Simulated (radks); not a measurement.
All-electron atom: the iodine ion I3+ in [Kr] 4d9.5 5s2 5p2.5 (fractional occupations, a model configuration). Calculated with a radial shooting solver on a logarithmic mesh with Libxc functionals: scalar-relativistic Kohn-Sham, r2SCAN, spin-polarised, spherical densities, finite nucleus; open shells are filled with parallel spins first (spin-orbit coupling, left out, can overturn this in heavy ions); meta-GGA in the generalised Kohn-Sham scheme; Fermi nuclear charge, rms radius 4.75 fm. Some entries of the table are withheld. Estimate them.

| orbital | occ. | eigenvalue (hartree) | <1/r> (bohr^-1) | r(max) (bohr) |
|---|---|---|---|---|
| 1s up | 1 | -1215.653 | 56.83 | 0.01754 |
| 1s down | 1 | -1215.647 | 56.83 | 0.01754 |
| 2s up | 1 | -189.6318 | 13.04 | 0.09906 |
| 2s down | 1 | -189.6215 | 13.04 | 0.09906 |
| 2p up | 3 | -170.2322 | 12.46 | 0.07950 |
| 2p down | 3 | -170.2209 | 12.46 | 0.07950 |
| 3s up | 1 | -39.62200 | 4.684 | 0.2852 |
| 3s down | 1 | -39.61669 | 4.683 | 0.2852 |
| 3p up | 3 | -33.29479 | 4.446 | 0.2791 |
| 3p down | 3 | -33.28713 | 4.446 | 0.2791 |
| 3d up | 5 | -23.83614 | 4.200 | 0.2321 |
| 3d down | 5 | -23.82442 | 4.200 | 0.2321 |
| 4s up | 1 | -8.15671 | 1.886 | 0.6800 |
| 4s down | 1 | -8.11973 | 1.884 | 0.6804 |
| 4p up | 3 | -6.15498 | 1.731 | (1) |
| 4p down | 3 | -6.11915 | 1.730 | (2) |
| 4d up | 5 | -3.21890 | 1.457 | 0.7735 |
| 4d down | 4.5 | -3.17921 | 1.461 | 0.7739 |
| 5s up | 1 | -1.82809 | 0.7160 | 1.646 |
| 5s down | 1 | -1.70069 | 0.7258 | 1.634 |
| 5p up | 2.5 | -1.35416 | 0.6230 | 1.861 |
| 5p down | 0 | -1.21904 | 0.6305 | 1.852 |

Answer. 
(1) 4p up r(max) (bohr): 0.7136
(2) 4p down r(max) (bohr): 0.7141
